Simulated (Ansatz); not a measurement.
Task: Name a neutral molecule of B, C, N, O, S and H with HOMO energy (B3LYP/def2-TZVPP) between -7.20 and -6.90 eV and zero-point energy (PBE0-D4/def2-TZVP) between 144 and 160 kJ/mol (Ansatz, PBE0-D4/def2-TZVP geometry).

Result: `SC1NBO1` (-7.09 eV, 158.3 kJ/mol). Other molecules can fit too; these were computed, each in one conformer that needn't be the lowest.

B3LYP here is the variant with VWN-RPA as its local correlation; programs differ in this.
